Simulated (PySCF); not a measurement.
Kr²⁺: excitation energy

Kr²⁺ [Ar] 3d10 4s2 4p4 (3P) → Kr²⁺ [Ar] 3d10 4s1 4p5 (3P), as a difference of total energies. Computed with PySCF 2.14 in dyall-av2z (16s12p8d, 92 functions), with no relativity, point nucleus. Correlated levels: valence: [Ar] 3d10 frozen; virtual orbitals above 40 to 60 times the deepest correlated orbital energy dropped. The calculations carry no spin-orbit coupling.

```csv
method,excitation energy (eV)
UHF,15.804
MP2 (valence),14.532
SCS-MP2 (valence),14.349
CCSD (valence),13.392
CCSD(T) (valence),13.222
```

Q: How much does correlation contribute at CCSD(T) (valence)?

A: 13.222 − (15.804) = -2.582 eV, measured against UHF.

A first-order spin-orbit estimate (lowest level to lowest level, LS coupling) adds -0.009 eV.

The coupled-cluster amplitudes are large for the upper state (T1 above 0.03 or a double amplitude above 0.15), so a single reference is strained.
